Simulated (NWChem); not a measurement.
Species: CH$_{3}$ClGeO$_{2}$; SMILES [Cl][GeH]1[O]C[O]1

```xyz
8

Cl    -0.4580    -1.9782     0.0000
Ge     0.5008    -0.0381     0.0000
O     -0.2301     1.1779    -1.1353
C     -0.7326     1.9004     0.0000
O     -0.2301     1.1779     1.1353
H      2.0283    -0.2578     0.0000
H     -0.3415     2.9449     0.0000
H     -1.8483     1.9134     0.0000
```
Atoms are numbered in this order, from 1.

Results from NWChem. All runs use the structure optimised with PBE-D3(BJ)/def2-SVP. B3LYP is NWChem's, with the RPA form of VWN correlation. Total energies compare along this basis series because the functional is fixed.

| level | basis functions | energy (Ha) | highest occupied level (eV) | orbital gap (eV) | dipole (D) |
|---|---|---|---|---|---|
| B3LYP/pcseg-1 | 102 | -2727.3723 | -7.94 | 6.62 | 1.54 |
| B3LYP/aug-pcseg-1 | 159 | -2727.3927 | -7.94 | 6.49 | 1.48 |
| B3LYP/pcseg-2 | 209 | -2727.8164 | -7.92 | 6.60 | 1.48 |
| B3LYP/STO-3G | 45 | -2696.0633 | -4.40 | 7.02 | 2.28 |
| B3LYP/def2-SVP | 107 | -2727.1057 | -7.72 | 6.77 | 1.37 |
